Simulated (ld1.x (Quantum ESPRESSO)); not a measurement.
What one change does to a pseudopotential (lead (Pb), TM)

| Quantity | Value |
| --- | --- |
| Element | Pb (Z = 82) |
| Generator | ld1.x (Quantum ESPRESSO) 7.5 |
| Type | norm-conserving Troullier–Martins (Kleinman–Bylander form) |
| Functional | revPBE |
| Relativity | scalar-relativistic |
| Frozen core | [Xe] 4f14 5d10 |
| Valence charge | 4 |
| Reference configuration | 6s2 6p2 |
| Partial waves | 6s (bound): rc 1.80 bohr; 6p (bound): rc 2.65 bohr; 6d channel at 0.15 Ry: rc 2.50 bohr |
| Local potential | all-electron potential smoothed inside 1.50 bohr (lloc = -1) |
| Core correction | none |

Change: functional Wu–Cohen.

Cutoffs: the cutoffs (Ry, on a coarse ladder) from which the occupation-weighted sum of valence levels, in a spherical-Bessel basis at the reference potential, stays within 10 and 1 mRy of its value at 400 Ry; they do not see the model core or the augmentation charge, which bear on the density cutoff. Errors are all-electron minus pseudo energies relative to the spin-unpolarised reference configuration.

Q: What does the change do?

A: The potential gets neither clearly harder nor softer (25 Ry and 45 Ry → 25 Ry and 45 Ry); both files keep a bound ghost (p, s); of the 7 tests that both files solve, the error grows in 2 and shrinks in 5 by more than 15 % and 0.3 meV (median size 16.3 → 3.3 meV).

| quantity | base | changed |
| --- | --- | --- |
| cutoff, loose | 25 Ry | 25 Ry |
| cutoff, tight | 45 Ry | 45 Ry |
| bound ghosts | s, p | s, p |
| error for 6s2 6p1, meV [ΔE 6.49 → 6.59 eV] | +3.5 | -11 |
| error for 6s2 6p0, meV [ΔE 19.81 → 20.04 eV] | +57 | -17 |
| error for 6s1 6p0, meV [ΔE 52.08 → 52.55 eV] | +34 | -2.8 |
| error for 6s2 6p2.3, meV [ΔE -0.78 → -0.80 eV] | +0.6 | 0.0 |
| error for 6s2 6p1.5, meV [ΔE 2.45 → 2.50 eV] | +0.3 | -2.9 |
| error for 6s1 6p3, meV [ΔE 8.73 → 8.78 eV] | +20 | +13 |
| error for 6s1 6p2, meV [ΔE 16.02 → 16.19 eV] | -16 | -3.3 |
| s: phases at 2.89 bohr within 0.05 rad from the reference energy up to (Ry; the scan ends near 5) | 1.7 | 1.7 |
| p: phases at 2.89 bohr within 0.05 rad from the reference energy up to (Ry; the scan ends near 5) | 3.2 | n/a |
| d: phases at 2.89 bohr within 0.05 rad from the reference energy up to (Ry; the scan ends near 5) | 0.5 | 0.5 |

Base: These tests converged, but a pseudo level misses the all-electron one widely, so the file describes the atom poorly there or has found another state: 6s1 6p0: empty 6p by 2.8 eV (a node warning on the way). A true bound ghost makes a file unfit for plane-wave use even where its test errors are small: the radial tests pick states by their node count and pass the ghost by.
